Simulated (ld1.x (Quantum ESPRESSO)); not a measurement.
Building the PAW potential for magnesium (Mg) (PBE, scalar-relativistic).

ld1.x (Quantum ESPRESSO) 7.5 input, shortened:

```
&input
   title='Mg', zed=12., rel=1, dft='PBE', iswitch=3,
   config='[Ne] 3s2 3p0 3d-2'
 /
 &inputp
   pseudotype=3, lpaw=.true., tm=.true., lloc=-1, rcloc=1.25,
   nlcc=.true., new_core_ps=.true., rcore=0.90,
   which_augfun='BESSEL', rmatch_augfun=0.70
 /
6
2S  1  0   2.00   0.00  1.25  1.35  0.0
3S  2  0   2.00   0.00  1.25  1.35  0.0
2P  2  1   6.00   0.00  1.05  1.35  0.0
3P  3  1   0.00   0.00  1.05  1.35  0.0
3D  3  2  -2.00  -0.15  1.00  1.25  0.0
3D  3  2  -2.00   0.65  1.00  1.25  0.0
 &test
   configts(1)='2s2 2p6 3s2 3p0'
 /
```

All-electron outer shells of the reference configuration (PBE, scalar-relativistic, ld1.x):

```
shell  level (eV)  outermost node (bohr)  outermost maximum (bohr)
   1s    -1259.65                      –                      0.09
   2s      -79.85                   0.18                      0.54
   2p      -46.61                      –                      0.48
   3s       -4.70                   0.90                      2.56
   3p       -1.33                   0.96                      3.46
```

Calculated quality:

```json
{"Cutoffs needed": "50 Ry and 80 Ry (the cutoffs (Ry, on a coarse ladder) from which the occupation-weighted sum of valence levels, in a spherical-Bessel basis at the reference potential, stays within 10 and 1 mRy of its value at 400 Ry)", "Ghost test": "no extra level below or beside the all-electron valence levels (s, p, d, f tested) (spherical-Bessel basis up to 400 Ry, 20 bohr box)", "Configuration tests": "test run stopped at test 1 of 7 (negative rho)", "Lowest eigenvalue of the overlap operator": "0.14 (p channel)"}
```

Generation and tests took about 0.75 s on one core of a shared server CPU.
